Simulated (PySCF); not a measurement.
[SbN2]- (singlet). Method: PBE0/[Sb def2-TZVPD with ECP28, N def2-TZVPD], scalar-relativistic core potentials, density fitting, no spin–orbit coupling, PySCF.

Harmonic bands of its minimum:

| ω (cm⁻¹) | IR (km/mol, summed over degenerate members) | degeneracy |
| --- | --- | --- |
| 126 | 63.0 | 2 |
| 813 | 0.0 | 1 |
| 885 | 118 | 1 |

**Question.** The central atom is Sb. Infer the point group and assign the bands.

**Answer.** D∞h. The modes span πu + σg+ + σu+: 126 πu, 813 σg+, 885 σu+. The computed geometry has Sb–N 1.843 Å (×2); N–Sb–N 180.0°.

This need not be the most stable arrangement of these atoms. The lowest empty level of this anion is unbound, so it and the gap depend on the basis.
